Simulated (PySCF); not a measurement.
C2H5F3Si, SMILES C[SiH2]C(F)(F)F. Atoms are numbered in the order given.

```xyz
11

Si     0.7609    -1.0005     0.0000
C     -0.6280    -2.2588     0.0000
C     -0.0425     0.7592     0.0000
F      0.8699     1.7523     0.0000
F     -0.8289     0.9411    -1.0866
F     -0.8289     0.9411     1.0866
H      1.6081    -1.0798     1.2202
H      1.6081    -1.0798    -1.2202
H     -1.2603    -2.1294    -0.8922
H     -1.2603    -2.1294     0.8922
H     -0.2336    -3.2869     0.0000
```

Geometry optimised at B3LYP-D3(BJ)/def2-SVP.

Computed with TDA-PBE/def2-SVPD (PySCF).

Vertical excitations. The molecule is in vacuum. State labels are in the subgroup Cs.

Task: List the lowest excited states. (An estimate is asked for; the answer gives what the named calculation found.)

Result: 
```
state  symmetry  energy (eV)  λ (nm)      f                                                  main pairs
-----  --------  -----------  ------  -----  ----------------------------------------------------------
S1           A'         7.50     165  0.016                                              HOMO→LUMO 92 %
S2           A'         7.97     156  0.003                                            HOMO→LUMO+1 84 %
S3           A"         8.12     153  0.005                                            HOMO−2→LUMO 98 %
S4           A'         8.17     152  0.072                                            HOMO−1→LUMO 90 %
S5           A'         8.39     148  0.033                        HOMO−1→LUMO+1 55 %, HOMO→LUMO+3 39 %
S6           A"         8.44     147  0.000                        HOMO→LUMO+2 73 %, HOMO−2→LUMO+1 23 %
S7           A'         8.52     145  0.087                        HOMO→LUMO+3 42 %, HOMO−1→LUMO+1 40 %
S8           A"         8.66     143  0.029    HOMO−2→LUMO+1 56 %, HOMO−1→LUMO+2 29 %, HOMO→LUMO+2 11 %
S9           A'         8.88     140  0.012                                            HOMO→LUMO+4 88 %
S10          A"         8.90     139  0.057  HOMO−1→LUMO+2 57 %, HOMO−2→LUMO+3 12 %, HOMO−2→LUMO+1 11 %
T1           A'         7.13     174      0                                              HOMO→LUMO 95 %
T2           A'         7.48     166      0                                            HOMO→LUMO+1 92 %
T3           A'         7.64     162      0                                            HOMO−1→LUMO 97 %
T4           A"         7.75     160      0                          HOMO→LUMO+2 69 %, HOMO−2→LUMO 28 %
```
Triplets are in the Tamm–Dancoff approximation.
